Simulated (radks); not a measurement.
Results of a calculation; reference values are marked as such.
Mean orbital radii <r> (bohr) of the gold ion Au3+, [Xe] 4f14 5d8, at several levels of relativity; Dirac values are averaged over j with weights 2j + 1. Spin-unpolarised spherical Kohn-Sham, PBE, point nucleus unless stated (finite: rms radius 5.4371 fm), a radial shooting solver on a logarithmic mesh with Libxc functionals. A level marked "c x" has the speed of light scaled by that factor and shares open shells by 2j + 1; other Dirac levels either fill j = l - 1/2 first or share by 2j + 1.

shell,non-rel.,scalar-rel.,"Dirac, c x 0.75","Dirac, c x 3","change of magnitude, last against first (%)"
3s,0.2037,0.1838,0.1641,0.2016,-1.04
3p,0.1941,0.1851,0.1753,0.1930,-0.55
3d,0.1695,0.1677,0.1667,0.1693,-0.13
4s,0.4486,0.4070,0.3682,0.4443,-0.97
4p,0.4528,0.4335,0.4144,0.4505,-0.49
4d,0.4608,0.4583,0.4581,0.4605,-0.07
4f,0.4864,0.4982,0.5118,0.4876,+0.25
5s,1.021,0.9238,0.8347,1.011,-0.97
5p,1.105,1.062,1.020,1.100,-0.44
5d,1.415,1.434,1.457,1.417,+0.15
6s (empty),2.508,2.280,2.057,2.486,-0.90
6p (empty),2.886,2.791,2.681,2.875,-0.36
